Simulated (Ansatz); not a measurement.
Name a neutral molecule of C, Cl, F, O, Se, Ti and H with size of the dipole moment (B3LYP/def2-TZVPP) between 2.90 and 3.20 D and LUMO energy (PBE/def2-TZVPP) between -3.45 and -3.15 eV (Ansatz, PBE0-D4/def2-TZVP geometry).

`C[O][Ti]([F])([Cl])[SeH]` (3.08 D, -3.36 eV). Other molecules can fit too; these were computed, each in one conformer that needn't be the lowest.

B3LYP here is the variant with VWN-RPA as its local correlation; programs differ in this.
